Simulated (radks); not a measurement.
Results of a calculation; reference values are marked as such.
Ionisation of the vanadium ion V+, [Ar] 3d4, to V2+, [Ar] 3d3, under several functionals. Scalar-relativistic Kohn-Sham, spin-unpolarised, spherical densities, point nucleus; a radial shooting solver on a logarithmic mesh with Libxc functionals.

functional	E(V+) (hartree)	Exc (hartree)	IE (eV)	-e(HOMO) (eV)	<r> HOMO (bohr)	IE error (eV)
SOGGA	-947.56427	-43.94932	14.674	8.832	1.549	+0.040
BLYP	-949.02088	-45.42399	14.867	9.034	1.562	+0.233
XLYP	-949.22412	-45.63062	14.916	9.078	1.564	+0.282
exchange-only LDA	-944.93560	-41.24371	13.787	8.101	1.583	-0.847
B86b exchange with PBE correlation	-948.99366	-45.40735	14.856	9.010	1.551	+0.222
HCTH/407	-949.26884	-45.75443	15.123	9.188	1.537	+0.489
OLYP	-949.13672	-45.59507	14.749	8.818	1.546	+0.115

NIST Atomic Spectra Database: 14.63 eV (measured). Closest: SOGGA. The Delta-SCF values span 1.34 eV, the total energies 4.33 hartree. The highest occupied level is 3d. Spin polarisation and multiplet splitting are left out, so open shells lie too high by an amount that depends on their filling.

Beside tabulated values, note that spin-unpolarised runs miss the spin-polarisation part of the exchange energy of open shells.
